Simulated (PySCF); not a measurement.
C₂H₅ClOSi₂, SMILES O[Si@@H]1[SiH2]C=C1Cl. Coordinates come from a B3LYP-D3(BJ)/def2-SVP optimisation. The structure was generated by enumeration; whether it is a known compound was not checked. Other conformers were not sampled.

Question: Give the equilibrium geometry at B3LYP-D3(BJ)/def2-SVP (PySCF confirms it by a frequency run) as a Z-matrix. (Estimate from the structure and the level; the computed values follow.)

Answer: Several could match; the one computed here: 
```
Si
O 1 1.6671
H 2 0.9647 1 117.29
H 1 1.4841 2 104.23 3 177.44
C 1 1.8987 4 113.39 2 -130.18
C 5 1.3565 1 106.49 4 -113.41
H 6 1.0963 5 123.38 1 175.45
Cl 5 1.7474 6 124.52 7 -2.31
Si 6 1.8951 7 132.73 5 179.73
H 9 1.4931 6 115.52 7 -57.33
H 9 1.4942 10 108.32 6 -128.69
```
Charge 0, spin multiplicity 1.
